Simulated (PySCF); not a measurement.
C₄H₁₀BN, SMILES CC1CB(N)C1.

Geometry optimised at B3LYP-D3(BJ)/def2-SVP. The structure was generated by enumeration, and PubChem lists no compound with its InChIKey, so it may never have been made. The values are those of a single conformer.

These are B3LYP-D3(BJ)/def2-SVP run with PySCF values and carry that method's errors.

No scaling factor is applied to the harmonic values.

Problem. List the normal modes with their intensities. (An estimate is asked for; the answer gives what the named calculation found.)

Solution. 
```csv
mode,ν (cm⁻¹),IR (km/mol),moving atoms (share of kinetic energy)
1,74,2.0,"C 46 %, H 29 %, N 22 %"
2,240,1.2,"H 61 %, C 25 %, N 11 %"
3,263,0.8,"H 71 %, C 19 %"
4,296,4.8,"H 39 %, B 32 %, C 19 %, N 10 %"
5,375,0.4,"H 48 %, C 39 %, B 10 %"
6,415,0.8,"H 59 %, C 37 %"
7,517,0.2,"H 91 %, C 8 %"
8,525,131.7,"H 73 %, N 19 %"
9,563,32.6,"C 27 %, N 26 %, B 24 %, H 23 %"
10,710,0.1,"H 80 %, C 19 %"
11,717,2.7,"C 50 %, H 37 %, N 11 %"
12,808,0.5,"H 61 %, C 18 %, N 11 %, B 11 %"
13,860,2.3,"C 61 %, H 29 %"
14,882,0.0,"C 59 %, H 40 %"
15,908,2.3,"H 50 %, C 43 %"
16,954,0.7,H 98 %
17,980,11.6,"H 69 %, C 17 %, B 13 %"
18,1072,2.3,"H 51 %, C 43 %"
19,1092,4.2,"H 45 %, C 41 %, B 12 %"
20,1107,15.3,"H 62 %, C 18 %, B 16 %"
21,1170,3.3,"H 50 %, C 47 %"
22,1191,36.7,"H 53 %, C 23 %, B 22 %"
23,1213,3.1,"H 58 %, C 41 %"
24,1274,16.1,"H 64 %, C 30 %"
25,1348,20.1,"H 74 %, C 26 %"
26,1391,5.6,"H 73 %, C 27 %"
27,1399,10.5,"H 90 %, C 10 %"
28,1406,33.6,"H 73 %, B 16 %, C 8 %"
29,1464,13.0,H 92 %
30,1465,1.1,H 96 %
31,1466,60.3,"H 57 %, B 32 %, C 10 %"
32,1607,201.4,"H 56 %, N 24 %, B 18 %"
33,3009,32.2,H 97 %
34,3025,21.5,H 94 %
35,3027,0.4,H 93 %
36,3034,23.2,H 93 %
37,3087,10.4,"H 91 %, C 9 %"
38,3091,46.2,"H 91 %, C 9 %"
39,3092,10.4,"H 91 %, C 9 %"
40,3094,62.6,"H 91 %, C 9 %"
41,3581,23.8,H 96 %
42,3678,23.3,"H 91 %, N 9 %"
```
